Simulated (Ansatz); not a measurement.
Frontier orbitals of C$_{3}$H$_{4}$F$_{4}$O, SMILES `OCC(F)(F)C(F)F`.

Cartesian coordinates in Å:
```
O -0.473 1.549 -0.964
C -0.243 0.181 -1.161
C 0.488 -0.432 0.016
F 0.748 -1.729 -0.242
F 1.681 0.207 0.176
C -0.264 -0.315 1.343
F -1.446 -0.959 1.230
F 0.447 -0.902 2.322
H 0.372 2.007 -0.995
H 0.352 -0.029 -2.058
H -1.213 -0.307 -1.266
H -0.448 0.730 1.601
```

Total charge 0; spin multiplicity 1. Geometry: relaxed with PBE0-D4/def2-TZVP. It is one conformer, not always the lowest. Basis def2-TZVPP, Ansatz 0.2.0.

```
             functional  HOMO (eV)  LUMO (eV)  gap (eV)
            LDA (SPW92)      -7.23      -0.42      6.81
                    PBE      -7.03      -0.21      6.82
                   PBE0      -8.77       0.72      9.49
                r2SCANh      -8.06       0.73      8.79
HSE06 (plane-wave form)      -8.36       0.35      8.71
                LC-ωPBE     -11.61       2.90     14.51
                ωB97M-V     -11.20       2.22     13.42
                     HF     -13.10       3.49     16.59
```

Problem. What is the vertical ionisation energy at frozen-core CCSD(T)/CBS(def2)? (Estimate.)

Solution. The calculation gave: 11.79 eV (T1 of the cation 0.038).

Against PBE, PBE0 changes HOMO and LUMO by −1.74 and +0.93 eV, ωB97M-V by −4.17 and +2.43 eV. A gap of 6.82 eV thus becomes 13.43 eV for the same molecule, so an orbital gap means little without its functional. A positive LUMO is unbound and depends on the basis. −ε(HOMO) differs from that ionisation energy by −4.76 eV with PBE and −0.58 eV with ωB97M-V.

LC-ωPBE has ω = 0.4 bohr⁻¹.
